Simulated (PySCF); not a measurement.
EuH from Hartree–Fock to correlated methods

State: nonet, about 7.0 electrons in the 4f shell (Mulliken). Set-up: basis Eu x2c-SVPall, H x2c-SVPall; spin-free X2C with a Gaussian nucleus; PySCF 2.14. De refers to Eu (4f7 6s2) + H in their high-spin ground configurations, without counterpoise correction. The functionals are run spin-unrestricted. A positive dipole means Eu(−)H(+).

```
      Level  Re (Å)  ωe (cm⁻¹)  De (eV)  μ (D)
        UHF   2.191       1219      n/a  -3.99
    UHF-MP2   2.089       1319      n/a    n/a
UHF-SCS-MP2   2.110       1299      n/a    n/a
   UHF-CCSD   2.111       1287     1.66    n/a
UHF-CCSD(T)   2.108       1284     1.61    n/a
        PBE   2.107       1225     1.96  -3.46
     PBEsol   2.097       1236     2.04  -3.39
     r²SCAN   2.105       1253     2.28  -3.75
      TPSSh   2.105       1259     2.25  -3.56
       PBE0   2.112       1248     1.93  -3.68
```

The bond length runs from 2.089 Å (UHF-MP2) to 2.191 Å (UHF). De spans 1.61 eV (UHF-CCSD(T), coupled cluster) to 2.28 eV (r²SCAN, meta-GGA).

Correlated steps freeze 18 core orbitals. Correlated levels converge slowly with the basis: in double zeta they bind strong bonds too weakly, by up to about 1 eV, and carry superposition errors of some tenths. Spin–orbit coupling is left out, which matters for elements this heavy, above all for dissociation energies. The state is the lowest single determinant that the PBE0 search found; with open d or f shells the true ground state can be another one.

The whole job (state search and all levels along the bond) took about 16 min on 2 threads of Arm Neoverse V1 (shared host), peak memory 2.5 GiB.
